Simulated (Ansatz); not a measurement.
CH4BFOS can be A, `OCB(F)S`, or B, `FBOCS`.

Computed with Ansatz on PBE0-D4/def2-TZVP structures; ΔE is electronic, products minus reactants. CBS: MP2 limit from def2 TZ/QZ plus the TZ coupled-cluster correction, frozen cores. DFT in def2-TZVPP. Each species was taken in one conformer, which may not be the lowest.

Task: Which is lower in electronic energy at CCSD(T)/CBS, and by how much? (Estimate.)

Result: Computed: B, by 31.6 kJ/mol.

Task: Give E(B) − E(A) in kJ/mol with B2PLYP, PBE-D4, CCSD(T)/def2-SVP, HF/def2-TZVPP, CCSD/def2-TZVPP, MP2/def2-TZVPP, CCSD(T)/def2-TZVPP. (Estimate.)

Result: Ansatz gave: B2PLYP -36.0, PBE-D4 -23.8, CCSD(T)/def2-SVP -39.9, HF/def2-TZVPP -46.0, CCSD/def2-TZVPP -33.9, MP2/def2-TZVPP -33.6, CCSD(T)/def2-TZVPP -33.1. None reverses the order clearly.

Task: Does the order hold for the free energy at 298.15 K (harmonic terms from PBE0-D4)? (An estimate is asked.)

Result: Ansatz gave: Yes: G(B) − G(A) = -31.6 kJ/mol, for one conformer each.

Largest T1 diagnostic: 0.013.

In def2-TZVPP, CCSD(T) changes the Hartree–Fock value by +12.9 kJ/mol (the triples alone add +0.8 kJ/mol) and MP2 by +12.3 kJ/mol. Leaving LDA and LC-ωPBE aside and taking each functional with its dispersion term where it has one, the values, not all of them listed here, spread over 13.9 kJ/mol, from BHLYP-D4 to revPBE-D4.
